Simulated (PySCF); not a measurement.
# Reading the logs of faulty runs: ClGeH4NSi

Calculated results; nothing here was measured. They come from PySCF 2.14.0, an open-source quantum chemistry program, on an isolated molecule that a program drew, which may never have been made. The molecule is ClGeH4NSi (charge 0, singlet), drawn as the SMILES string `[NH2][GeH2][Si]Cl`.

Each row is a Hartree-Fock (HF) and frozen-core CCSD(T) single point in the cc-pV(D+d)Z basis, meant for a local HF minimum. Run 1 is clean. Each other run has one planted mistake out of seven kinds, and not every kind appears here: one electron removed, one electron added, multiplicity raised by two, geometry at a saddle point, minimal basis STO-3G, one bond length entered in bohr, all coordinates scaled. The reference is restricted for singlets and unrestricted otherwise, and also for a bond in bohr. Adding or removing an electron swaps singlet and doublet. Electrons count all cores. HOMO and LUMO are orbital energies over both spins, the gradient is its largest component, and the lowest frequency (negative if imaginary) is given only where the gradient is small. Bond lengths are over the 7 bonds as drawn. T1 is the CCSD diagnostic: over 0.02 (restricted) or 0.045 (unrestricted) a single reference is doubtful. Germanium has the cc-pVDZ-PP basis, with a core potential (ECP10MDF) in place of its 10 inner electrons, and its 3s, 3p and 3d shells are frozen in CCSD(T).

Geometry of the clean run:
```xyz
8
ClGeH4NSi, angstrom
N     1.3551    1.0096    0.0975
Ge    2.9207    0.1385   -0.3805
Si    2.3392   -2.1371   -1.1378
Cl    4.3307   -2.7920   -1.3915
H     1.5052    1.8962    0.5501
H     0.7223    1.1694   -0.6685
H     3.7743    0.0751    0.8936
H     3.7313    0.8834   -1.4630
```

```
run,electrons,basis functions,<S^2>,HOMO (eV),LUMO (eV),gradient (hartree/bohr),lowest frequency (cm^-1),mean bond (Å),longest bond (Å),T1,HF (hartree),CCSD(T) (hartree),mistake
1,74,103,0.000,-8.53,0.06,1.9e-05,40,1.6465,2.468,0.0142,-1098.60547,-1099.15881,no fault
2,74,103,2.016,-8.03,-0.35,1.3e-02,-,1.6465,2.468,0.0196,-1098.58455,-1099.11854,multiplicity raised by two
3,73,103,0.778,-15.35,-6.67,6.2e-02,-,1.6465,2.468,0.0267,-1098.32665,-1098.86138,one electron removed
4,75,103,0.772,-1.70,7.22,3.9e-02,-,1.6465,2.468,0.0135,-1098.63497,-1099.19100,one electron added
5,74,103,1.005,-7.93,0.08,5.9e-03,-,1.9602,4.664,0.0220,-1098.55236,-1099.08108,one bond length entered in bohr
6,74,103,0.000,-8.60,-0.03,1.2e-02,-,1.6729,2.507,0.0146,-1098.60368,-1099.15905,?
```

**Which mistake was planted in run 6, and what did it cost?**

The mean and the longest bond both change by the same factor, 1.016, and the gradient is no longer small. So the mistake is: all coordinates scaled. Subtracting run 1 and multiplying by 627.51 kcal/mol a hartree, the energy moved by 1.1 kcal/mol in HF and -0.2 kcal/mol in CCSD(T).

